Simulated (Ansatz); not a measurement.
`O=C[S][GaH2]` and `O=CS[SiH2]O` differ in one atom or group.

Ansatz, PBE0-D4/def2-TZVP geometries, multiplicity 1. Each molecule was computed in one conformer, which needn't be the lowest.

Scalar relativity is left out up to krypton.

```json
{"property": "LUMO energy (ωB97M-V/def2-TZVPP) / eV", "`O=C[S][GaH2]`": "-0.29"}
{"property": "LUMO energy (B3LYP/def2-TZVPP) / eV", "`O=C[S][GaH2]`": "-2.28"}
{"property": "HOMO energy (PBE0/def2-TZVPP) / eV", "`O=C[S][GaH2]`": "-7.88"}
{"property": "HOMO energy (ωB97M-V/def2-TZVPP) / eV", "`O=C[S][GaH2]`": "-10.14"}
{"property": "size of the dipole moment (ωB97M-V/def2-TZVPP) / D", "`O=C[S][GaH2]`": "3.50"}
{"property": "size of the dipole moment (PBE/def2-TZVPP) / D", "`O=C[S][GaH2]`": "3.13"}
```

Give the same properties after the change, and the shifts. (Best estimate.)

The calculation gave: 
| property | `O=CS[SiH2]O` | shift |
| --- | --- | --- |
| LUMO energy (ωB97M-V/def2-TZVPP) / eV | 0.76 | 1.05 |
| LUMO energy (B3LYP/def2-TZVPP) / eV | -1.68 | 0.60 |
| HOMO energy (PBE0/def2-TZVPP) / eV | -8.16 | -0.28 |
| HOMO energy (ωB97M-V/def2-TZVPP) / eV | -10.29 | -0.15 |
| size of the dipole moment (ωB97M-V/def2-TZVPP) / D | 1.22 | -2.28 |
| size of the dipole moment (PBE/def2-TZVPP) / D | 1.02 | -2.11 |

With PBE0 the HOMO falls by 0.28 eV and the LUMO rises by 0.57 eV, so the gap widens by about 0.85 eV. PBE moves the HOMO by -0.27 eV and ωB97M-V by -0.15 eV. Dipoles are sizes alone; their direction can turn.

B3LYP here is the variant with VWN-RPA as its local correlation; programs differ in this.
